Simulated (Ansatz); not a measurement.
Input and output for the cluster Pd₃S₂.

```yaml
crystal:
  periodic: [false, false, false]
  atoms:
    - {symbol: Pd, position_ang: [1.257289, 0.814041, -0.003951]}
    - {symbol: Pd, position_ang: [-0.659025, -0.090416, 1.838085]}
    - {symbol: Pd, position_ang: [-0.968284, -0.714178, -0.904815]}
    - {symbol: S, position_ang: [0.682646, -1.346934, 0.578239]}
    - {symbol: S, position_ang: [-0.312636, 1.337487, -1.507558]}
basis:
  gaussian: {orbitals: def2-mTZVPP, point_charges: [{charge: 2.00, position_ang: [5.611, 0.791, -0.907]}]}
hamiltonian: {xc: {name: SPW92}}
scf: {lower_state_search: off}
output: {forces: true}
```

```sh
$ ansatz run in.yaml --threads 4 --pin off --events-out ev --progress --plain --max-ram 4787MiB
```

Shortened log:

```
Functional definition: SPW92
1573 factors; their error is unknown
mean field evaluation 1: about -32015.0482 eV, gradient 7.0e1 eV
mean field evaluation 2: about -31451.7245 eV, gradient 3.2e2 eV
mean field evaluation 4: about -31974.6906 eV, gradient 1.6e2 eV
mean field evaluation 8: about -32026.7142 eV, gradient 2.3e-1 eV
mean field -32026.71458806 eV, -1176.9600526245 hartree, gradient 1.7e-6 eV, S^2 0.000000; 0 other end points of the search recorded, 0 dependent functions left out
reference -32026.71463550 eV, -1176.9600543678 hartree; 43, 43 occupied and 110, 110 virtual orbitals, 1573 factors
Total energy: -32026.71463550 eV, -1176.9600543678 hartree
Atom 0 at     1.257289     0.814041    -0.003951 Å, force     0.206830    -1.385652    -0.374906 eV/Å
Atom 1 at    -0.659025    -0.090416     1.838085 Å, force     0.458103    -0.068768    -0.929483 eV/Å
Atom 2 at    -0.968284    -0.714178    -0.904815 Å, force     0.847374     0.740244     0.551926 eV/Å
Atom 3 at     0.682646    -1.346934     0.578239 Å, force    -0.377548     1.115393    -0.105897 eV/Å
Atom 4 at    -0.312636     1.337487    -1.507558 Å, force     0.402507    -0.549679     0.625806 eV/Å
Dipole moment:    -2.529140    -0.702202     0.718925 e Å
Checks for a lower state left out: stability, starts, cluster_reference, orbital_swaps, neighbouring_geometries, increment
```

Run time 1.8 s (4 threads of Arm Neoverse V2 on a shared host).

In the def2 sets Pd takes a core potential; there is no spin–orbit coupling. The restricted singlet is unstable towards broken spin symmetry at other levels; at RKS LDA (SPW92)/def2-mTZVPP this wasn't settled.
